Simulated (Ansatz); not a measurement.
Total energies of AlH5SiZn, SMILES `[AlH2][SiH2][ZnH]`.

```xyz
8

Al   -0.785    1.156   -1.192
Si    0.289    0.261    0.798
Zn    0.735   -2.066    0.610
H     0.089    1.668   -2.418
H    -2.369    1.141   -1.334
H    -0.569    0.472    2.005
H     1.586    0.959    1.057
H     1.024   -3.590    0.474
```

Charge 0, multiplicity 1. For Zn the d shell is correlated and the shells below it are frozen. Scalar relativity is left out up to krypton. The structure was optimised at the PBE0-D4/def2-TZVP level. Basis def2-TZVPP, the Gaussian-basis code of Ansatz.

RPA on PBE orbitals: Hartree–Fock energy of these orbitals -2311.47506 Eh, correlation -1.09877 Eh (frozen core).

```tsv
functional	energy without D4 (Eh)	D4 term (kJ/mol)
LDA (SPW92)	-2309.14775	–
PBE	-2313.74019	-15.3
revPBE	-2314.07554	-37.8
BLYP	-2314.38182	-32.2
r2SCAN	-2314.23236	-3.6
B97M-V	-2313.82661	–
PBE0	-2313.81388	-13.2
B3LYP	-2314.40790	-25.0
r2SCANh	-2314.21285	-4.0
r2SCAN0	-2314.18529	-4.4
HSE06 (plane-wave form)	-2313.79875	-12.5
BHLYP	-2314.25985	-22.6
CAM-B3LYP	-2314.42195	-13.8
LC-ωPBE	-2313.90008	–
ωB97X-V	-2314.04882	–
ωB97M-V	-2314.14830	–
B2PLYP	-2313.77679	–
PBE-QIDH	-2313.38871	–
```

B3LYP takes the VWN-RPA correlation (the form of Gaussian; ORCA's B3LYP/G). HSE06 is the plane-wave form, built on full-range PBE exchange. The double hybrids freeze the cores in their second-order part.

LC-ωPBE has ω = 0.4 bohr⁻¹.
